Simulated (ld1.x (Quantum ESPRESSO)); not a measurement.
**What the settings do to the RRKJ potential of palladium (Pd)**

Base potential:

```json
{
  "Element": "palladium (Pd)",
  "Generator": "ld1.x (Quantum ESPRESSO) 7.5",
  "Type": "norm-conserving RRKJ (Kleinman–Bylander form)",
  "Functional": "LDA (PZ)",
  "Relativity": "scalar-relativistic",
  "Frozen core": "[Ar] 3d10",
  "Valence charge": "18",
  "Reference configuration": "4s2 4p6 4d9 5s0 5p0 (charge +1)",
  "Partial waves": "4s (bound): rc 1.35 bohr; 4d (bound): rc 1.20 bohr; 4p (bound): rc 1.30 bohr",
  "Local potential": "the p channel",
  "Core correction": "Bessel-smoothed model core inside 0.70 bohr",
  "rho0": "0.005"
}
```

Cutoffs, loose and tight: the cutoffs (Ry, on a coarse ladder) from which the occupation-weighted sum of valence levels, in a spherical-Bessel basis at the reference potential, stays within 10 and 1 mRy of its value at 400 Ry. They do not see the model core or the augmentation charge, which bear on the density cutoff. Test errors are all-electron minus pseudo excitation energies from the reference, over the configurations 4s2 4p6 4d10 5s0 5p0; 4s2 4p6 4d8 5s0 5p0; 4s2 4p6 4d7 5s0 5p0; 4s2 4p6 4d9.5 5s0 5p0; 4s2 4p6 4d8 5s1 5p0; 4s2 4p6 4d9 5s1 5p0; 4s2 4p6 4d9 5s0 5p1 (two spin-polarised tests are not counted in the largest error). A dash means not determined; rows that change the core or the reference have their own tests.

| change | outcome | cutoff, loose | cutoff, tight | bound ghosts | largest test error (meV) |
| --- | --- | --- | --- | --- | --- |
| base | generated | 110 Ry | 160 Ry | none | +160 |
| wave 4d (bound): rc 1.20 bohr becomes 4d (bound): rc 0.76 bohr | generated | 300 Ry | over 300 Ry | none | +162 |
| wave 4d (bound): rc 1.20 bohr becomes 4d (bound): rc 0.94 bohr | generated | 110 Ry | 200 Ry | none | +161 |
| wave 4d (bound): rc 1.20 bohr becomes 4d (bound): rc 1.22 bohr | generated | 110 Ry | 160 Ry | none | +160 |
| wave 4d (bound): rc 1.20 bohr becomes 4d (bound): rc 1.34 bohr | generated | 80 Ry | 140 Ry | none | +160 |
| wave 4d (bound): rc 1.20 bohr becomes 4d (bound): rc 1.46 bohr | generated | 80 Ry | 140 Ry | none | +161 |
| wave 4d (bound): rc 1.20 bohr becomes 4d (bound): rc 1.68 bohr | generated | 80 Ry | 140 Ry | none | +162 |
| wave 4d (bound): rc 1.20 bohr becomes 4d (bound): rc 1.78 bohr | generated | 80 Ry | 140 Ry | none | +163 |

Question: What comes out with this change to the base: wave 4d (bound): rc 1.20 bohr becomes 4d (bound): rc 1.06 bohr?

Answer: outcome: generated; cutoff, loose: 140 Ry; cutoff, tight: 180 Ry; bound ghosts: none; largest test error (meV): +161.

Reading the sweep of the d radius (base included, trends over the rows without a ghost): The loose cutoff falls from 300 Ry at 0.76 to 80 Ry at 1.78 bohr, with one reversal. A larger radius leaves more room for a smooth pseudo-wave, so fewer plane waves are needed; a smaller one forces it to follow the all-electron wave where it bends sharply. The median size of the test errors (rows with all tests solved) is not monotonic: lowest 13.5 meV at 1.46 bohr, highest 19.7 meV at 0.76 bohr.
